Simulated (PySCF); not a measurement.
# GaBr⁻ at UHF-MP2

Level: UHF-MP2. PySCF, no relativity, basis sets Ga def2-TZVPPD, Br def2-TZVPPD.

For GaBr⁻, the state is ²Π (doublet), unpaired electrons π ↑. The bond length is 2.569 Å. The harmonic wavenumber is 176 cm⁻¹, the force constant is 0.674 mdyn/Å and the rotational constant Be is 0.06944 cm⁻¹. The anharmonicity ωexe is 0.959 cm⁻¹ and the vibration–rotation constant αe is 0.000454 cm⁻¹. The well depth De to Ga + Br⁻ is 115 kJ/mol and the dissociation energy D0 is 114 kJ/mol.

Correlated steps freeze 18 core orbitals. Spin–orbit coupling is left out. For an ion De counts to the pair picked by the measured ionisation energies or electron affinities, which need not be the lowest pair at this level. The state is the lowest determinant that a PBE0 search found; another state may lie lower at other levels.
